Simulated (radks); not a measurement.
The numbers below are computed, except where a source is named.
Mean orbital radii <r> (bohr) of neutral bromine, [Ar] 3d10 4s2 4p5, at several levels of relativity; Dirac values are averaged over j with weights 2j + 1. Spin-unpolarised spherical Kohn-Sham, LDA (Slater exchange, Perdew-Wang correlation), point nucleus unless stated (finite: rms radius 4.1629 fm), a radial shooting solver on a logarithmic mesh with Libxc functionals. A level marked "c x" has the speed of light scaled by that factor and shares open shells by 2j + 1; other Dirac levels either fill j = l - 1/2 first or share by 2j + 1.

| shell | non-rel. | scalar-rel., finite nucleus | Dirac, 2j+1 shares | Dirac, low j first | change of magnitude, last against first (%) |
|---|---|---|---|---|---|
| 1s | 0.04374 | 0.04280 | 0.04280 | 0.04280 | -2.15 |
| 2s | 0.1940 | 0.1898 | 0.1896 | 0.1896 | -2.29 |
| 2p | 0.1673 | 0.1656 | 0.1655 | 0.1655 | -1.08 |
| 3s | 0.5637 | 0.5526 | 0.5524 | 0.5524 | -2.00 |
| 3p | 0.5697 | 0.5649 | 0.5648 | 0.5648 | -0.85 |
| 3d | 0.5886 | 0.5909 | 0.5910 | 0.5910 | +0.41 |
| 4s | 1.701 | 1.670 | 1.670 | 1.670 | -1.82 |
| 4p | 2.108 | 2.103 | 2.103 | 2.104 | -0.19 |
